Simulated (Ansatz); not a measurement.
```yaml
crystal:
  periodic: [false, false, false]
  atoms:
    - {symbol: F, position_ang: [-1.379701, -0.485447, 1.026517]}
    - {symbol: Si, position_ang: [-0.566820, -0.271863, -0.094505]}
    - {symbol: I, position_ang: [1.922274, -0.853404, 0.225515]}
    - {symbol: H, position_ang: [-0.257660, 1.193350, -1.038963]}
basis:
  gaussian: {orbitals: ANO-RCC-VTZP}
magnetization: {spin_polarized: true, initial_magnetization: 1}
hamiltonian: {xc: {name: HF}}
correlation: {active_space: {window: {electrons: 3, orbitals: 2}}}
scf: {lower_state_search: light}
```

```sh
$ ansatz run in.yaml --threads 2 --pin off --events-out ev --progress --plain --max-ram 20480MiB --backend cpu
```

It prints (some lines left out):

```
Error: invalid value for `correlation.active_space`: it starts from restricted Hartree–Fock orbitals; set hamiltonian.xc: hf without magnetization.spin_polarized
```
